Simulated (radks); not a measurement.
Values are calculated unless marked as measured or tabulated.
Question: Spherical quantum dot in the effective-mass picture: electrons in a hard-walled sphere of radius 4.27, with a point charge +1 (a donor) at the centre, all in effective atomic units (hartree* = m*/eps^2 hartree, bohr* = eps/m* bohr), one dielectric constant everywhere. Level of theory: non-relativistic Kohn-Sham, exchange-only LDA, spin-polarised, spherical densities (a radial shooting solver with Libxc functionals). Levels are named by radial order and angular momentum (1s, 1p, 1d, 2s, ...), and open shells are averaged over m. Each electron was tried in the lowest free levels, single moves between levels near the top were tried too, and the lowest total energy was kept; such a search can miss a lower state. Give the order in which the levels fill up to N = 24, the shell closures and the spin along the way.

Answer: Shells are first occupied in the order 1s, 1p, 1d, 2s, 1f. Open shells at each N (closed shells left out): 1: 1s(up 1, down 0); 2: none; 3: 1p(up 1, down 0); 4: 1p(up 2, down 0); 5: 1p(up 3, down 0); 6: 1p(up 3, down 1); 7: 1p(up 3, down 2); 8: none; 9: 1d(up 1, down 0); 10: 1d(up 2, down 0); 11: 1d(up 3, down 0); 12: 1d(up 4, down 0); 13: 1d(up 5, down 0); 14: 1d(up 5, down 1); 15: 1d(up 5, down 2); 16: 1d(up 5, down 3); 17: 1d(up 5, down 4); 18: none; 19: 2s(up 1, down 0); 20: 2s(up 1, down 0) 1f(up 1, down 0); 21: 2s(up 1, down 0) 1f(up 2, down 0); 22: 2s(up 1, down 0) 1f(up 3, down 0); 23: 2s(up 1, down 0) 1f(up 4, down 0); 24: 2s(up 1, down 0) 1f(up 5, down 0). All shells are closed at N = 2, 8, 18 (there: 1s2 1p6 1d10). Largest 2S: 6, at N = 24.
